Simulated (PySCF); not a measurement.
Can point charges reproduce the dipole moment of `c1(nncn1CC)C(=O)C`?

Coordinates (GFN2-xTB, Å) and charges (e) from the PBE0/pcSseg-1 density (PySCF):

```tsv
atom	x	y	z	Mulliken	IAO	Hirshfeld	ESP-fitted
C1	-2.182	-1.057	0.003	-0.2805	-0.4230	-0.1181	-0.1956
C2	-1.468	-0.122	0.975	-0.0144	-0.1536	-0.0060	+0.0717
N3	-0.581	0.770	0.274	-0.6396	-0.0701	+0.0070	-0.3512
C4	-0.843	2.026	-0.147	+0.2911	+0.0257	+0.0479	+0.3276
N5	0.179	2.524	-0.793	-0.2509	-0.2111	-0.1579	-0.4125
N6	1.132	1.603	-0.812	-0.2806	-0.2057	-0.1309	-0.3305
C7	0.695	0.537	-0.178	+0.3463	+0.0876	+0.0616	+0.5738
C8	1.470	-0.692	0.022	+0.2091	+0.3717	+0.1625	+0.3277
C9	2.867	-0.617	-0.517	-0.2140	-0.4741	-0.1248	-0.3805
O10	1.008	-1.668	0.576	-0.3813	-0.4291	-0.2208	-0.4292
H11	-2.872	-1.692	0.550	+0.1256	+0.1528	+0.0528	+0.0732
H12	-1.457	-1.689	-0.503	+0.1395	+0.1591	+0.0407	+0.0774
H13	-2.739	-0.489	-0.740	+0.1164	+0.1437	+0.0410	+0.0653
H14	-2.191	0.489	1.523	+0.1273	+0.1495	+0.0538	+0.0653
H15	-0.878	-0.711	1.681	+0.1590	+0.1774	+0.0488	+0.0665
H16	-1.764	2.541	0.036	+0.1084	+0.1772	+0.0761	+0.0995
H17	3.396	0.204	-0.037	+0.1502	+0.1786	+0.0571	+0.1038
H18	2.832	-0.393	-1.580	+0.1520	+0.1799	+0.0571	+0.1022
H19	3.386	-1.555	-0.342	+0.1363	+0.1636	+0.0521	+0.1455
```

**Question.** What dipole does each set of charges give (1 e·Å = 4.803 D), and what does the density give?

**Answer.** The full density gives (-2.78, -1.20, 1.57) D, 3.41 D in size; dipole vectors point from the negative to the positive end.

```tsv
scheme	μx	μy	μz	size (D)	share of the full size (%)	angle to the full dipole (°)
Mulliken	-0.69	-1.92	0.55	2.11	62	45
IAO	-2.30	-0.43	1.12	2.59	76	11
Hirshfeld	-1.63	-0.48	0.89	1.92	56	6
ESP-fitted	-2.82	-1.17	1.58	3.43	100	1
```

**Question.** Which set comes closest?

**Answer.** Length of the difference vector: ESP-fitted 0.05 D, IAO 1.01 D, Hirshfeld 1.52 D, Mulliken 2.44 D. Closest: ESP-fitted. 

**Question.** What is left for the Hirshfeld atoms' own dipoles?

**Answer.** The shares of the density sum to the whole, so what Σ q r misses lies in dipoles about the nuclei. The atomic dipoles sum to (-2.78, -1.20, 1.57) − (-1.63, -0.48, 0.89) = (-1.15, -0.72, 0.68) D, 1.52 D in size.

**Question.** With the origin at the mean of the coordinates, (-0.001, 0.000, 0.000) Å, which are the largest single terms, by size, of the Hirshfeld dipole along the direction of the full one?

**Answer.** C9 +1.41, C1 -1.22, N6 +1.17, N5 +1.06, H11 +0.81 D; all 19 atoms together +1.91 D. The single terms depend on the origin, their sum doesn't.

**Question.** Give the size of the full dipole in other units.

**Answer.** 3.41 D = 1.343 au = 0.711 e·Å = 11.39 × 10⁻³⁰ C·m.

One conformer (not necessarily the lowest) at the GFN2-xTB geometry, without solvent, vibrations or thermal averaging.

The values belong to the conformer `[CH3:1][CH2:2][n:3]1[cH:4][n:5][n:6][c:7]1[C:8]([CH3:9])=[O:10]`: C1–C2–N3–C4 95°, N6–C7–C8–C9 3°.
